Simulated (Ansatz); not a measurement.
```yaml
crystal:
  periodic: [false, false, false]
  atoms:
    - {symbol: C, position_ang: [0.318216, 1.290304, -0.964978]}
    - {symbol: C, position_ang: [0.618442, -0.007279, -0.866258]}
    - {symbol: Al, position_ang: [-0.090658, -1.080788, 0.576364]}
    - {symbol: O, position_ang: [-1.093560, -0.245953, 1.665220]}
    - {symbol: H, position_ang: [0.700101, 1.923609, -1.764149]}
    - {symbol: H, position_ang: [-0.329768, 1.782549, -0.243684]}
    - {symbol: H, position_ang: [1.274971, -0.421310, -1.631961]}
    - {symbol: H, position_ang: [0.196282, -2.625434, 0.792556]}
    - {symbol: H, position_ang: [-1.505525, -0.662099, 2.419789]}
basis:
  gaussian: {orbitals: 6-31G, point_charges: [{charge: 2.00, position_ang: [5.895, 0.302, 0.504]}]}
total_charge: 4
magnetization: {spin_polarized: true, initial_magnetization: 0}
hamiltonian: {xc: {name: LC-wPBE}}
output: {forces: true}
```

```sh
$ ansatz run in.yaml --threads 2 --pin off --events-out ev --progress --plain --max-ram 4352MiB
```

Output, abridged:

```
Functional definition: LC-wPBE
627 factors; integrals over basis functions are off by at most 2.6e-4 eV
297 factors; integrals over basis functions are off by at most 1.4e-5 eV
mean field evaluation 1: about -10649.9448 eV, gradient 9.1e1 eV
mean field evaluation 2: about -10539.4815 eV, gradient 1.3e2 eV
mean field evaluation 4: about -10665.6109 eV, gradient 4.8e1 eV
mean field evaluation 8: about -10691.1602 eV, gradient 3.6e0 eV
mean field evaluation 16: about -10692.4280 eV, gradient 2.5e0 eV
mean field evaluation 32: about -10695.3115 eV, gradient 1.7e0 eV
mean field evaluation 64: about -10695.5376 eV, gradient 4.5e-3 eV
mean field evaluation 128: about -10695.3522 eV, gradient 8.8e-2 eV
mean field -10695.53765001 eV, -393.0537589419 hartree, gradient 4.2e-6 eV, S^2 1.946936; 8 other end points of the search recorded, 0 dependent functions left out
reference -10695.53765002 eV, -393.0537589424 hartree; 17, 17 occupied and 33, 33 virtual orbitals, 627 factors
Total energy: -10695.53765002 eV, -393.0537589424 hartree
Atom 0 at     0.318216     1.290304    -0.964978 Å, force    -0.976353    -0.992185     0.986452 eV/Å
Atom 1 at     0.618442    -0.007279    -0.866258 Å, force     0.791504     1.632331    -1.882579 eV/Å
Atom 2 at    -0.090658    -1.080788     0.576364 Å, force     0.416025    -1.537682    -2.054418 eV/Å
Atom 3 at    -1.093560    -0.245953     1.665220 Å, force    -1.176547     2.225181     0.904544 eV/Å
Atom 4 at     0.700101     1.923609    -1.764149 Å, force     0.585670     2.572971    -2.256863 eV/Å
Atom 5 at    -0.329768     1.782549    -0.243684 Å, force    -1.386909     2.641639     0.734324 eV/Å
Atom 6 at     1.274971    -0.421310    -1.631961 Å, force     1.144622    -2.097372    -1.342845 eV/Å
Atom 7 at     0.196282    -2.625434     0.792556 Å, force     0.728807    -4.547868     0.590178 eV/Å
Atom 8 at    -1.505525    -0.662099     2.419789 Å, force    -2.958871    -0.172538     3.997392 eV/Å
Dipole moment:     0.278678    -0.524649    -0.363554 e Å
```

In this input the charge is far from anything that the molecule holds. The run converged. The result belongs to that input, not to the molecule as meant.
